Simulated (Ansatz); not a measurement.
Species: C5H7, charge 0, multiplicity 2. SMILES: [CH2]/C=C\C=C
Geometry from a B3LYP-D3(BJ)/def2-TZVP (Ansatz, an electronic-structure program) optimisation:
```xyz
12

C      2.3239    -0.1307     0.2863
C      0.9850    -0.3228     0.2193
C      0.0643     0.6510    -0.2320
C     -1.3367     0.4958    -0.3188
C     -2.0681    -0.6043     0.0094
H      2.9902    -0.9057     0.6386
H      2.7720     0.8095    -0.0124
H      0.5919    -1.2849     0.5316
H      0.4759     1.6062    -0.5399
H     -1.8814     1.3582    -0.6908
H     -3.1433    -0.6064    -0.1002
H     -1.6153    -1.5109     0.3881
```
Charge 0, spin multiplicity 2.

Wanted: atomisation energy, in kcal/mol. Terms: atomisation electronic, to ground-state atoms; valence correlation only; 6-311+G** with 5d; 6-31G* and kin with 6d, 5d where marked; no spin-orbit coupling; open shells spin-unrestricted; non-relativistic; LANL2DZ all-electron up to Ne; no dispersion term unless named. Ab initio and DFT rows: single points at B3LYP-D3(BJ) geometries (Ansatz). A UHF reference is markedly spin-contaminated in at least one set, which strains HF and MP2.

```json
[
 {"level": "SVWN5/6-31G*", "program": "Ansatz", "atomisation energy (kcal/mol)": "1394.0"},
 {"level": "PBE/def2-SVP", "program": "Ansatz", "atomisation energy (kcal/mol)": "1261.3"},
 {"level": "BLYP/6-31G*", "program": "Ansatz", "atomisation energy (kcal/mol)": "1213.3"},
 {"level": "B3LYP/3-21G", "program": "Ansatz", "atomisation energy (kcal/mol)": "1199.4"},
 {"level": "B3LYP/LANL2DZ", "program": "Ansatz", "atomisation energy (kcal/mol)": "1182.2"},
 {"level": "B3LYP/6-31G*", "program": "Ansatz", "atomisation energy (kcal/mol)": "1215.8"},
 {"level": "B3LYP/6-31G**", "program": "Ansatz", "atomisation energy (kcal/mol)": "1222.7"},
 {"level": "B3LYP/def2-SVP", "program": "Ansatz", "atomisation energy (kcal/mol)": "1225.6"},
 {"level": "B3LYP/cc-pVDZ", "program": "Ansatz", "atomisation energy (kcal/mol)": "1200.1"},
 {"level": "B3LYP/6-311+G**", "program": "Ansatz", "atomisation energy (kcal/mol)": "1209.7"},
 {"level": "PBE0/6-31G*", "program": "Ansatz", "atomisation energy (kcal/mol)": "1230.3"},
 {"level": "MP2/LANL2DZ", "program": "Ansatz", "atomisation energy (kcal/mol)": "1036.4"},
 {"level": "MP2/6-311+G**", "program": "Ansatz", "atomisation energy (kcal/mol)": "1154.2"},
 {"level": "r2SCAN-D4/def2-TZVPD", "program": "Ansatz + dftd4", "atomisation energy (kcal/mol)": "1228.6"},
 {"level": "B2PLYP-D3(BJ)/def2-TZVPD", "program": "Ansatz + dftd3", "atomisation energy (kcal/mol)": "1210.3"}
]
```

No value to compare with is used here. The 13 habitual levels span 1036.4 (MP2/LANL2DZ) to 1394.0 kcal/mol (SVWN5/6-31G*); B2PLYP-D3(BJ)/def2-TZVPD gives 1210.3.

The levels are drawn from those run, B3LYP/6-31G* more often than the rest, none by its result; runs whose electronic state is in doubt are left out.
